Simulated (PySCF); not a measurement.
## How methods differ on the ionisation energy of W

W [Xe] 4f14 5d4 6s2 (5D) → W⁺ [Xe] 4f14 5d4 6s1 (6D), as a difference of total energies. All numbers are calculated (PySCF 2.14, a scalar-relativistic core potential, in aug-cc-pVDZ-PP with ECP60MDF (5s5p4d2f, 54 functions)). Correlated levels: valence: 5s2 5p6 frozen. The calculations carry no spin-orbit coupling.

```tsv
method	ionisation energy (eV)	error (eV)
UHF	5.909	-1.916
PBE	7.525	-0.300
PBE0	7.320	-0.505
MP2 (valence)	7.144	-0.681
SCS-MP2 (valence)	7.380	-0.445
```

Reference: 7.825 eV (measured; NIST levels, between the centres of gravity of the two terms).

Errors of the correlated levels include the incompleteness of this basis and the frozen core.

MP2 underrates the near-degeneracy of ns² with np² in the lower species.
